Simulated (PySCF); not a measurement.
ECD: `[SiH3]C(Cl)=C=CCl`, C$_{3}$H$_{4}$Cl$_{2}$Si

Molfile (atoms numbered from 1):
```
C3H4Cl2Si
     RDKit          3D

 10  9  0  0  0  0  0  0  0  0999 V2000
   -1.6857   -0.5511    0.1047 Si  0  0  0  0  0  4  0  0  0  0  0  0
   -0.2320    0.5656    0.4940 C   0  0  0  0  0  0  0  0  0  0  0  0
   -0.5335    1.8194    1.6708 Cl  0  0  0  0  0  0  0  0  0  0  0  0
    0.9388    0.4336   -0.0523 C   0  0  0  0  0  0  0  0  0  0  0  0
    2.0822    0.2591   -0.6424 C   0  0  0  0  0  0  0  0  0  0  0  0
    3.3149   -0.7693   -0.0114 Cl  0  0  0  0  0  0  0  0  0  0  0  0
   -2.1137   -1.2272    1.3536 H   0  0  0  0  0  0  0  0  0  0  0  0
   -1.2488   -1.5403   -0.9089 H   0  0  0  0  0  0  0  0  0  0  0  0
   -2.7983    0.2814   -0.4149 H   0  0  0  0  0  0  0  0  0  0  0  0
    2.3484    0.7490   -1.5710 H   0  0  0  0  0  0  0  0  0  0  0  0
  1  2  1  0
  2  3  1  0
  2  4  2  0
  4  5  2  0
  5  6  1  0
  1  7  1  0
  1  8  1  0
  1  9  1  0
  5 10  1  0
M  END
```

Computed with PySCF 2.14.0, TDDFT CAM-B3LYP/def2-TZVPD circular dichroism and optical rotation, one conformer, gas phase. Geometry: PBE0-D3(BJ)/def2-TZVP.

No stereocentre is labelled: unless the shape is locked (an allene, a helicene, a hindered biaryl), the mirror image is equally populated and a measured rotation or CD is zero.

List the lowest 12 singlet excitations with oscillator and rotatory strengths.

Rotatory strengths R in 10⁻⁴⁰ esu² cm², velocity form and length form (origin at the centre of mass); f in length form.
```tsv
state	E (eV)	λ (nm)	f	R (velocity)	R (length)	main
1	4.84	256	0.0003	-1.5	-1.5	HOMO→LUMO 0.93
2	5.19	239	8e-05	-1.9	-1.9	HOMO−1→LUMO+1 0.92
3	5.88	211	0.002	+2.0	+2.1	HOMO→LUMO+1 0.49, HOMO−1→LUMO 0.46
4	6.51	190	1.028	-23.9	-25.0	HOMO−1→LUMO 0.45, HOMO→LUMO+1 0.40
5	6.63	187	0.034	+51.8	+52.0	HOMO−2→LUMO 0.80
6	6.66	186	0.068	-4.2	-4.5	HOMO−2→LUMO+1 0.85
7	6.68	186	0.009	+20.8	+20.7	HOMO→LUMO+2 0.66, HOMO−2→LUMO 0.11
8	6.88	180	0.0005	-3.0	-2.9	HOMO−1→LUMO+2 0.66, HOMO−1→LUMO+3 0.19
9	7.00	177	0.002	-1.7	-1.7	HOMO−3→LUMO 0.89
10	7.22	172	0.002	+7.8	+7.8	HOMO−3→LUMO+1 0.91
11	7.36	168	0.006	-0.3	-0.3	HOMO→LUMO+4 0.52, HOMO→LUMO+2 0.11
12	7.41	167	0.010	+0.3	+0.2	HOMO−1→LUMO+3 0.35, HOMO−1→LUMO+2 0.23
```

Among the states computed, the strongest CD band (largest |R|) is state 5. The largest dissymmetry factor in size, g = 4R/(D+G), with D and G the electric and magnetic dipole strengths, is -0.2 for state 2 (velocity form, f = 8e-05), among bands with |R| over 0.5. The mirror image has the same energies and oscillator strengths and all R with the opposite sign.
